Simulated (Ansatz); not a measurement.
```yaml
crystal:
  periodic: [false, false, false]
  atoms:
    - {symbol: B, position_ang: [-0.440448, 1.155142, -0.538733]}
    - {symbol: C, position_ang: [-0.110933, -0.343999, -0.248082]}
    - {symbol: C, position_ang: [0.785329, -0.987115, 0.718689]}
    - {symbol: Cl, position_ang: [-1.143396, -1.369691, -1.228413]}
    - {symbol: H, position_ang: [-1.298841, 1.547778, -1.119018]}
    - {symbol: H, position_ang: [0.148444, 1.983747, 0.287468]}
    - {symbol: H, position_ang: [0.808537, -2.047950, 0.608532]}
    - {symbol: H, position_ang: [1.239262, -0.156882, 1.358224]}
basis:
  gaussian: {orbitals: STO-3G}
magnetization: {spin_polarized: true, initial_magnetization: 1}
hamiltonian: {xc: {name: HF}}
correlation: {method: ccsdt}
```

```sh
$ ansatz run in.yaml --threads 2 --pin off --events-out ev --progress --plain --max-ram 4352MiB
```

Shortened log:

```
Error: a molecule whose nuclei and cores have a total charge of 38 cannot have a net charge of 0 together with 1 unpaired electrons
```

In this input the number of unpaired electrons doesn't fit the electron count. The program refused the input.
